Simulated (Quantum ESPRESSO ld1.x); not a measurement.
The numbers below are computed, except where a source is named.
One sound ld1.x (Quantum ESPRESSO 7.5) input for neutral chlorine gives E = -461.633 hartree in 23 iterations:

```
 &input
    zed=17.0,
    iswitch=1,
    rel=2,
    dft='BLYP',
    config='[Ne] 3s2 3p5',
    lsmall=.true.,
    prefix='ld1',
    max_out_wfc=37,
    file_charge='ld1.rho',
 /
```

Changed or added lines, one case at a time, and what came of them:

- config='[Ne] 3s2 3p5 4p4': spurious. The string holds 21 electrons for Z = 17, so the species has charge -4 and is not the one meant. The equations of the added shell fail (the log warns of at least one error in the KS equations), so the printed solution is spurious even though the residual is small.
- zed=110.0: refused. The program stops in ld1_readin with "wrong nuclear charge zed: 110.00": zed must lie above 0 and at most 103.
- cau_fact=16.81: crashed. The program stops in dirsol with "no classical turning point found": with c below Z the Dirac equation of a point nucleus has no 1s solution.
- config='[Ne] 3s2 3p': refused. The program stops in el_config with "no occupancy field?": each term needs its occupation.
- dx=0.001: refused. The program stops in do_mesh with "ndmx is too small": the mesh holds 3500 points at most, so dx, xmin and rmax must fit that.
- iswitch=5: refused. The program stops in ld1_readin with "wrong iswitch": iswitch takes 1 to 4.
- tr2=1e-2: inaccurate. The cycle stops early, after 7 iterations, and the energy is off by +0.05896 hartree against the sound run.
